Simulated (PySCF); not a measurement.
C₄H₄, SMILES C12C3C1C32.

Coordinates come from a PBE0-D3(BJ)/def2-SVP optimisation.

Two levels are set side by side: PBE/def2-TZVPD (PySCF) and r2SCAN/def2-TZVPD (PySCF). Same geometry, gas phase. Differences are taken from unrounded values.

```json
[
 {"quantity": "orbital gap (eV)", "PBE": "5.77"},
 {"quantity": "highest occupied level (eV)", "PBE": "-5.45"},
 {"quantity": "lowest empty level (eV)", "PBE": "0.32"},
 {"quantity": "mean polarisability (bohr³)", "PBE": "42.3"}
]
```

Problem. These are the PBE values. What does r2SCAN give? (Estimate from the structure and the level; the computed values follow.)

Solution. 
```
quantity                     r2SCAN  PBE minus r2SCAN
---------------------------  ------  ----------------
orbital gap (eV)               6.63             -0.86
highest occupied level (eV)   -5.57              0.11
lowest empty level (eV)        1.06             -0.74
mean polarisability (bohr³)    41.4               1.0
```

Rough cost on one machine, each run with all the roots and properties that it gave: r2SCAN against PBE about 5 times.
